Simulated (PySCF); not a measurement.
**[Yb(PH3)]3+ at several levels of theory**

Computed with PySCF 2.14.0 (density fitting, no spin-orbit coupling) at the geometry relaxed with PBE0:

```xyz
5
[Yb(PH3)]3+ (singlet in the valence; each metal's 4f electrons, 13 of them, lie in its core potential, out of spins and levels)
Yb    0.0000    0.0000   -0.3441
P     0.0000    0.0000    2.5091
H     1.3364    0.0000    3.0136
H    -0.6682    1.1574    3.0136
H    -0.6682   -1.1574    3.0136
```

| level | basis | state | HOMO (eV) | gap (eV) | charge on Yb1 (e) | population of f-type functions on Yb1 (polarisation alone where 4f lies in the core) | dipole about the centre of mass (D) | largest force component (eV/Å) |
| --- | --- | --- | --- | --- | --- | --- | --- | --- |
| PBE0 | Yb lcecp-1-SVP with ECP59, P def2-SVP, H def2-SVP | singlet | -24.71 | 4.94 | 2.25 | 0.00 | 3.83 | 0.01 |
| PBE | the same | singlet | -23.75 | 2.95 | 2.19 | 0.00 | 4.41 | 0.26 |
| CAM-B3LYP | the same | singlet | -25.90 | 6.88 | 2.23 | 0.00 | 3.61 | 0.16 |

In the lcecp rows the 4f levels are missing from HOMO and gap, and the state counts the valence alone.

Charges are Mulliken's, which hang on the basis. The relaxation used the grid (50, 194), these runs (75, 302) or, all-electron (x2c bases, spin-free X2C Hamiltonian), (99, 590).

What does PBE0 with Yb lcecp-1-TZVP with ECP59, P def2-TZVP, H def2-TZVP give here?

state singlet, HOMO (eV) -24.60, gap (eV) 4.90, charge on Yb1 (e) 2.29, population of f-type functions on Yb1 (polarisation alone where 4f lies in the core) 0.00, dipole about the centre of mass (D) 3.97, largest force component (eV/Å) 0.18. Time: 6 s on 2 threads of Arm Neoverse V1, with other jobs on the host, from free ions and atoms.

In the first row's basis the gap widens with exact exchange: 3.0 eV for PBE (none); 4.9 eV for PBE0 (a fixed share); 6.9 eV for CAM-B3LYP (rising or full at long range).

An lcecp potential fixes the number of 4f electrons, so in runs with it no electron can move into or out of that shell.
